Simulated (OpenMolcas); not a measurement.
Computed transition rates of Re3+

```
Program             : OpenMolcas
Method              : MS-RASPT2, IPEA 0.25 Eh, imaginary shift 0.1 Eh (closed shells correlated: 5s)
Basis               : ANO-RCC-VTZP [8s7p5d3f2g1h]
Scalar Hamiltonian  : DKH2, point nucleus
Active space        : 10 electrons in 8 orbitals (RAS1 5p, at most 2 holes; RAS2 5d)
State averaging     : 2S+1 = 5 even, 5 roots; 2S+1 = 3 even, 45 roots; 2S+1 = 1 even, 50 roots
Spin-orbit coupling : RASSI with atomic mean-field integrals over the reference wave functions, term energies averaged over their components
```

Rates come from the transition moments of the reference wave functions (E1 and E2 in the length form). At fixed line strength A goes as λ^-3 for E1 and M1 and as λ^-5 for E2, so a rate at the computed wavelength can be rescaled to the measured one. Measured vacuum wavelengths follow from level energies in the list in Brasseur, Gamrath and Quinet, At. Data Nucl. Data Tables 157, 101636 (2024). Branching counts decays inside the model space alone, at computed energies, and the table is only a selection of the M1 lines, drawn from those between levels with measured partners whose computed energy lies within a factor of 1.5 of the measured one.

```csv
Upper,Lower,Type,λ computed (nm),λ measured (nm),A computed (s-1),A rescaled (s-1),Branching %
5d4 1S0(1),5d4 3P1(1),M1,557.6,583.3,4.46e+01,,93.4
5d4 3P1(1),5d4 5D2,M1,662.9,748.4,2.44e+01,,89.0
5d4 3P1(2),5d4 5D2,M1,224.3,250.2,1.65e+01,,35.6
5d4 3F4(2) [66 %],5d4 3D3 [59 %],M1,583,617.3,1.08e+01,,20.1
5d4 3F2(1) [71 %],5d4 5D1,M1,530.3,596.4,8.41e+00,,53.3
5d4 3D1,5d4 3P1(1),M1,774.4,819.5,8.40e+00,,22.0
5d4 3D3 [59 %],5d4 5D2,M1,407.2,443.5,7.93e+00,,29.2
5d4 3G3 [60 %],5d4 5D3,M1,771,872.1,7.31e+00,,59.0
5d4 3F2(1) [71 %],5d4 5D2,M1,630.9,720.9,7.20e+00,,45.7
5d4 1F3 [68 %],5d4 3D3 [59 %],M1,933.4,1007,7.05e+00,,30.8
5d4 1I6,5d4 3H5,M1,844.5,872.1,6.52e+00,,55.0
5d4 3D3 [59 %],5d4 3G3 [60 %],M1,1100,1148,5.47e+00,,20.2
5d4 1I6,5d4 3H6,M1,1009,1053,5.31e+00,,44.8
5d4 3G3 [60 %],5d4 5D2,M1,646.5,722.6,4.25e+00,,34.3
5d4 3H4 [59 %],5d4 5D4,M1,1302,1465,3.87e+00,,76.8
5d4 3G5,5d4 3H5,M1,1020,1096,3.61e+00,,35.4
5d4 3G5,5d4 3H6,M1,1270,1397,2.20e+00,,21.5
5d4 3H5,5d4 3H4 [59 %],M1,2392,2511,1.38e+00,1.19e+00,58.2
5d4 5D2,5d4 5D1,M1,3326,3455,1.35e+00,1.20e+00,100.0
5d4 5D1,5d4 5D0 [69 %],M1,3164,3242,1.34e+00,1.25e+00,100.0
5d4 3H4 [59 %],5d4 5D3,M1,1040,1163,1.17e+00,,23.2
5d4 3H5,5d4 5D4,M1,843,925.2,9.87e-01,,41.7
5d4 5D3,5d4 5D2,M1,4005,4217,6.58e-01,5.64e-01,100.0
5d4 5D4,5d4 5D3,M1,5183,5647,1.70e-01,1.31e-01,100.0
5d4 3H6,5d4 3H5,M1,5174,5086,9.94e-02,1.05e-01,98.3
```

Spin-changing lines and M1 lines between different terms are not rescaled, since their strength hangs on the term gaps too.

The largest correction is for 5d4 5D4 → 5d4 5D3 (M1): 1.70e-01 × (5183 / 5647)^3 = 1.31e-01 s-1, a factor of 0.77.

The computed rate and branching of 5d4 5D1 → 5d4 5D0 [69 %] give the upper level a radiative lifetime of 1.000 / 1.34e+00 s-1 = 7.46e-01 s, counting decays inside the model space alone. The rescaled rate gives about 8.0e-01 s.

These are rates of the free ion; in crystals, glasses and complexes forced electric-dipole and non-radiative decay shorten such lifetimes by orders of magnitude. No measured rate stands beside these. Rescaling mends the energy factor alone: line strengths can still be far off where a level mixes with configurations outside the active space, and weak or spin-changing lines hang on small mixing coefficients that depend on the term gaps too, so rescaling need not improve them.

CASPT2 breaks the degeneracy within a term, and the mean is taken; among the terms shown or strongly mixed into the levels shown the widest spread is 1300 cm-1 (5d4 1I). Active for correlation alone: 5p; no level in the range computed is led by a configuration that opens it, so any true level of that kind is missing. The CASPT2 spread within a term exceeds the gap to the next term for 5d4 3P(1) and 5d4 3H, 5d4 1I and 5d4 3D, 5d4 3P(2) and 5d4 3F(2), so the order of their levels is uncertain, and so are names and mixing where such terms share a J. Computed and measured levels are paired by configuration, term and J; levels that our copy of the source lacks, or whose pairing is in doubt (as where it misses far off the trend of its configuration), stay unpaired. Only configurations of the active space appear.

A share in square brackets marks a mixed level and gives the weight of the term that names it. A number in round brackets counts repeated terms of one configuration in the order of the reference energies.
